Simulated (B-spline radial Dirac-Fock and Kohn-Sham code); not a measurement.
## Widths and yields of inner-shell holes in Rh²⁺

System: Rh²⁺, configuration [Kr] 4d7.

Level of theory: independent-particle radiative and Coulomb Auger rates from relativistic LDA hole-state orbitals, with Dirac-Fock energies; an atomic code on a B-spline grid.

Partial widths are in eV. Coster-Kronig decay leaves a hole in the same principal shell; its rates are the weakest part of the model, often 1.5 to 2.5 times too large and more for N holes. Holes without an open Auger channel, or with an unreliable SCF state, are not listed.

```csv
hole,radiative,Auger,Coster-Kronig,total,fluorescence yield,lifetime (fs)
K,4.55,1.09,0,5.64,0.807,0.117
L1,0.0629,1.15,5.41,6.62,0.00951,0.0994
L2,0.0991,1.72,0.316,2.14,0.0464,0.308
L3,0.0955,1.88,0,1.97,0.0484,0.334
M1,0.00117,0.235,8.75,8.99,0.000130,0.0732
M2,0.00109,0.269,3.15,3.42,0.000319,0.193
M3,0.000998,0.278,3.55,3.83,0.000261,0.172
M5,6.20e-05,0.258,0,0.258,0.000240,2.55
N1,3.56e-05,0,0.518,0.518,6.87e-05,1.27
N2,5.95e-05,0,7.58,7.58,7.85e-06,0.0868
N3,5.15e-05,0,8.03,8.03,6.41e-06,0.0820
```

Values without a named source are computed, but for edge energies of neutral atoms, which are taken from tables.
